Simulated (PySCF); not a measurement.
Species: C5H8Cl2Si.
Z-matrix (Å and degrees, GFN2-xTB geometry), rows numbered from 1:
```
Cl
C   1  1.7748
C   2  1.5343  1  113.02
C   3  1.5287  2  106.20  1   168.96
Si  4  1.9169  3   99.76  2    46.32
C   2  1.5306  1  114.31  3   -94.13
Cl  6  1.7631  2  119.25  1   -40.60
C   6  1.5348  2   87.53  1    82.33
H   2  1.0899  1  106.68  3   132.37
H   3  1.0881  2  118.15  1    38.15
H   4  1.0896  3  110.89  2   -74.38
H   4  1.0890  3  110.48  2   167.01
H   5  1.4581  4  115.06  3   110.99
H   5  1.4587  4  114.82  3  -112.21
H   8  1.0881  3  117.67  2  -148.70
H   8  1.0878  3  112.57  2    81.64
```

Computed at PBE0/pcSseg-1 (PySCF, non-relativistic), with Q(35Cl) = −0.0817 b: Cl1, 35Cl (I = 3/2): χzz = -75.61 MHz, η = 0.004; Cl7, 35Cl (I = 3/2): χzz = -74.61 MHz, η = 0.042.

(1) Where would the pure quadrupole (NQR) lines of 35Cl at Cl1 fall for the rigid, isolated species?

(2) Where would the pure quadrupole (NQR) lines of 35Cl at Cl7 fall for the rigid, isolated species?

(3) Apply the simplest Townes–Dailey estimate (no s hybridisation, no π bonding), ionic character = 1 − χzz/χ0, where χ0 is the coupling for one missing p electron along the bond: −109.74 MHz for 35Cl.

## Answers

(1) From ν = (|χ|/2)√(1 + η²/3): ν = 37.81 MHz (alkyl chlorine). For 37Cl the ratio of quadrupole moments, 0.7881, gives 29.79 MHz.

(2) From ν = (|χ|/2)√(1 + η²/3): ν = 37.32 MHz (alkyl chlorine). For 37Cl the ratio of quadrupole moments, 0.7881, gives 29.41 MHz.

(3) Cl1 on C2: 1 − (-75.61)/(-109.74) = 0.31; Cl7 on C6: 1 − (-74.61)/(-109.74) = 0.32. In this model a purely covalent bond gives χ0 and a free halide ion gives zero; s hybridisation or π bonding, where present, is counted here as ionic character.

In a crystal, neighbours and librations shift these lines. GFN2-xTB bond lengths can be off by several hundredths of an ångström, more for odd bonds, and the gradients follow them. With a basis this small, the couplings can be 20 % off.
